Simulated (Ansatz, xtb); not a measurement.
# Ranking isomers of C3H8SSi

3 gas-phase structures of C3H8SSi, from a drawn sample of its isomers (lower ones may exist). Each was relaxed with GFN2-xTB:

A. `[SiH3]C1(S)CC1`, a singlet
B. `[SiH3][C@@H]1C[C@@H]1S`, a singlet
C. `[SiH3][C@@H]1C[C@H]1S`, a singlet

Question: Estimate their order in r2SCAN-D4/def2-SVP energy at these geometries, lowest first.

Answer: Calculated order at r2SCAN-D4/def2-SVP: B (0.0), C (0.2), A (3.2) kcal/mol. Less than 1 kcal/mol parts B and C, so the order within that pair means little.

Energies above the lowest of each column, in kcal/mol; the last columns are at B3LYP-D3(BJ)/def2-SVP geometries:

```csv
structure,GFN2-xTB,HF/STO-3G,r2SCAN-D4/def2-SVP,B3LYP-D3(BJ)/def2-SVP,CCSD(T)/def2-SVP + ΔMP2/def2-TZVPP
B,0.0,1.3,0.0,0.0,0.3
C,0.2,0.0,0.2,0.5,0.0
A,1.0,2.6,3.2,3.2,2.4
```

CCSD(T)/def2-SVP + ΔMP2/def2-TZVPP has B and C within 1 kcal/mol of each other at the bottom, and every level picks one of them. CCSD(T)/def2-SVP + ΔMP2/def2-TZVPP orders those it was run on as C (0.0), B (0.3), A (2.4) kcal/mol. Less than 1 kcal/mol parts C and B, so the order within that pair means little. Flexible structures stand in one conformer each, not always the lowest. ΔMP2 is the change of the MP2 energy from the smaller to the larger basis.

Programs: Ansatz 0.2.0, xtb 6.7.1.
